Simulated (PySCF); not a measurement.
State search for CuN⁺

Unrestricted PBE0; PySCF, no relativity, basis sets Cu def2-TZVPPD, N def2-TZVPPD. Outer shells of the fragments: Cu+ 3d10; N 2s2 2p3.

Followed along the bond (rough minima from three points):

| 2Ms+1 | unpaired | ⟨S²⟩ at the start | R at minimum (Å) | Te (eV) |
| --- | --- | --- | --- | --- |
| 4 | σ ↑, π ↑↑ | 3.76 | 1.88 | 0.00 |
| 2 | σ ↓, π ↑↑ | 1.77 | 1.83 | 0.82 |
| 2 | π ↑ | 0.95 | none in the scan | ≤ 1.57 |

Solutions found at the starting distance of 1.890 Å, counted from the lowest of them; the search is not exhaustive and high or unbound solutions are not listed, so other states can lie among these:

| 2Ms+1 | unpaired | term | E (eV) | ⟨S²⟩ | ⟨Lz²⟩ | μ (D) |
| --- | --- | --- | --- | --- | --- | --- |
| 4 | σ ↑, π ↑↑ | ⁴Σ⁻ | 0.00 | 3.76 | 0.00 | -1.33 |
| 2 | σ ↓, π ↑↑ | mixed | 0.84 | 1.77 | 0.00 | -1.89 |
| 2 | π ↑ | ²Π | 1.60 | 0.95 | 1.01 | -1.94 |
| 2 | π ↑↑, δ ↓ | mixed | 2.78 | 1.94 | 4.00 | -2.66 |
| 4 | π ↑↑, δ ↑ | ⁴Δ | 2.85 | 3.86 | 4.00 | -2.88 |
| 4 | π ↑↑↑ | ⁴Π | 2.90 | 3.86 | 1.00 | -3.04 |
| 2 | π ↑ | ²Π | 3.18 | 0.93 | 1.01 | -2.82 |
| 6 | σ ↑↑↑, π ↑↑ | ⁶Σ⁻ | 4.34 | 8.75 | 0.00 | 2.00 |
| 4 | σ ↑↑, π ↑ | mixed | 4.40 | 4.61 | 1.01 | 2.07 |
| 6 | σ ↑↑, π ↑↑, δ ↑ | ⁶Δ | 4.43 | 8.75 | 4.00 | 1.32 |

A term symbol is given only where ⟨S²⟩ and ⟨Lz²⟩ are close to those of a pure state; real π, δ and φ orbitals otherwise mix terms. A positive dipole points towards N; it is taken about the centre of mass and depends on that origin.

Counting both spins, an empty level lies below a filled one in some of these solutions, because spin and occupation are held. The state is the lowest single determinant that the PBE0 search found; with open d or f shells the true ground state can be another one.
